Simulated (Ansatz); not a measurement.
The cluster Cu₂O⁻, relaxed as a doublet with UKS r2SCAN-D4/def2-TZVPD in Ansatz, starting from the GFN1-xTB geometry. Force threshold 0.02 eV/Å.

The charge -1 doublet is spin-contaminated (final ⟨S²⟩ up to 0.86, 0.75 for a pure state). The highest occupied level of the charge -1 doublet lies above zero (up to 0.23 eV). It is a level of β spin, whose loss leaves a triplet; that state wasn't run at this geometry and level. The electron is either unbound and held by the finite basis, or the level is raised by self-interaction error. The relaxation made no stability test and no search for a lower SCF solution. No other spin state of charge -1 was run. Another isomer (doublet) lies 0.28 eV lower at PBE0-D4/def2-TZVPD; other spin states weren't run for this one.

Start:

Cartesian coordinates in Å:
```
Cu -1.806 0.360 -0.296
Cu 1.807 -0.360 0.297
O 0.000 0.000 -0.001
```

```
step  energy (eV)  largest force component (eV/Å)  SCF passes
   1  -91328.2296                           1.476          24
   2  -91328.3849                           0.997          29
   3  -91328.4641                           0.462          35
   4  -91328.4774                           0.022          29
   5  -91328.4774                           0.001          21
```

Force components are those of the run's own axes.

End:

Cartesian coordinates in Å:
```
Cu -1.687 0.336 -0.276
Cu 1.687 -0.336 0.277
O 0.000 0.000 -0.001
```

By distances, no bond broke or formed. The bond that changes most is Cu2–O3, from 1.87 to 1.74 Å (atoms count from 1).

No frequencies were taken in this run, so the end may be a saddle point.

Run time 14 s (4 threads of Arm Neoverse V2 on a shared host).
